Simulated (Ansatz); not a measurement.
Consider the redistribution: `[Cl][Sn]([Cl])([Cl])[Br]` + `C#[C][Al]([NH2])[NH2]` → `C#[C][Sn]([Cl])([Cl])[Cl]` + `[NH2][Al]([NH2])[Br]`.

Calculated with Ansatz (gas phase, PBE0-D4/def2-TZVP geometries, no zero-point term in ΔE). CCSD(T)/CBS is the MP2 limit (def2-TZVPP, def2-QZVPP) plus CCSD(T) − MP2 in def2-TZVPP, frozen cores. DFT in def2-TZVPP. HSE06 is defined as in plane-wave codes. Elements past krypton have def2 core potentials. For Br, Sn outer-core shells are correlated without core-valence functions, which leaves a few kJ/mol of doubt a bond. Scalar relativity is left out up to krypton. Each species was taken in one conformer, which may not be the lowest.

`[Cl][Sn]([Cl])([Cl])[Br]`:

```xyz
5

Cl   -1.715   -1.253    0.871
Sn   -0.013    0.006   -0.004
Cl   -0.174   -0.018   -2.289
Cl   -0.235    2.164    0.731
Br    2.138   -0.898    0.692
```

`C#[C][Al]([NH2])[NH2]`:

```xyz
10

C    -2.604    0.902    0.564
C    -1.484    0.514    0.322
Al    0.282   -0.098   -0.061
N     0.631   -1.822    0.061
N     1.510    1.080   -0.524
H    -3.591    1.244    0.778
H     1.517   -2.265   -0.115
H    -0.058   -2.507    0.323
H     1.327    2.067   -0.598
H     2.470    0.884   -0.749
```

`C#[C][Sn]([Cl])([Cl])[Cl]`:

```xyz
7

C    -0.921   -0.458   -1.975
C    -0.423   -0.210   -0.907
Sn    0.424    0.211    0.909
Cl    2.487   -0.774    1.092
Cl   -0.891   -0.564    2.620
Cl    0.687    2.474    1.180
H    -1.362   -0.679   -2.921
```

`[NH2][Al]([NH2])[Br]`:

```xyz
8

N     0.340   -0.518   -1.465
Al    0.425    0.080    0.186
N    -0.989    0.397    1.180
Br    2.464    0.460    1.080
H     1.150   -0.699   -2.033
H    -0.503   -0.726   -1.973
H    -1.947    0.268    0.899
H    -0.940    0.738    2.125
```

```csv
level,ΔE (kcal/mol)
revPBE,-2.0
HSE06,-3.4
```

Question: What does CCSD(T)/CBS give? (An estimate is asked.)

Answer: The calculation gave: -4.5 kcal/mol. The listed levels differ from it by 2.5, 1.1 kcal/mol.

Largest T1 diagnostic among the species: 0.012.

From r2SCAN to r2SCAN0 (25 % exact exchange), in def2-TZVPP and without D4, ΔE moves by −1.0 kcal/mol. In def2-TZVPP, CCSD(T) changes the Hartree–Fock value by −1.4 kcal/mol (the triples alone add +0.1 kcal/mol) and MP2 by −1.8 kcal/mol. Leaving LDA and LC-ωPBE aside and taking each functional with its dispersion term where it has one, the values, not all of them listed here, spread over 4.9 kcal/mol, from PBE-QIDH to BLYP-D4. LDA lies −0.8 kcal/mol from PBE without D4.
